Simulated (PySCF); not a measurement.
Input for PySCF:
```python
from pyscf import gto, scf, dft

mol = gto.Mole()
mol.atom = '''
    C    -0.001053    0.002480    0.664375
    C     0.001053   -0.002480   -0.664375
    F     0.002738    1.101181    1.396572
    F    -0.007178   -1.090724    1.404739
    F     0.007178    1.090724   -1.404739
    F    -0.002738   -1.101181   -1.396572
'''
mol.basis = '6-31g*'
mol.charge = 0
mol.spin = 0
mol.verbose = 4
mol.symmetry = True
mol.build()

mf = dft.RKS(mol)
mf.xc = 'lda,vwn'
mf.kernel()
mf.analyze()
```

Question: What is the computed total energy (SVWN5/6-31G* (PySCF))?

Answer: -472.3027 Eh

Question: Estimate the dipole moment that SVWN5/6-31G* returns for this input.

Answer: 0.00 D

Question: Estimate the HOMO energy that SVWN5/6-31G* returns for this input.

Answer: -5.76 eV

Question: What is the computed nuclear repulsion energy (SVWN5/6-31G*)?

Answer: 243.6129 Eh

Question: Give the HOMO-LUMO gap at the level SVWN5/6-31G*.

Answer: 5.67 eV

Question: Estimate the number of basis functions that SVWN5/6-31G* returns for this input.

Answer: 84
